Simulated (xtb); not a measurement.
BCl₂, SMILES Cl[B+]Cl, charge +1. All values are semi-empirical tight-binding results from xtb (GFN2-xTB unless named), good for trends rather than for accurate numbers. Geometry: GFN2-xTB.

| Property | Result |
|---|---|
| point group as xtb finds it | D∞h |
| orbital gap | 5.47 eV |
| zero-point energy | 3.6 kcal/mol |
| G − E(el) at 298.15 K (modified RRHO) | -11.1 kcal/mol |
| static polarisability (D4 model) | 41.3 bohr³ |
| solvation energy, GFN2-xTB/ALPB(water) | -56.9 kcal/mol |
| solvation energy, GFN2-xTB/ALPB(octanol) | -53.0 kcal/mol |
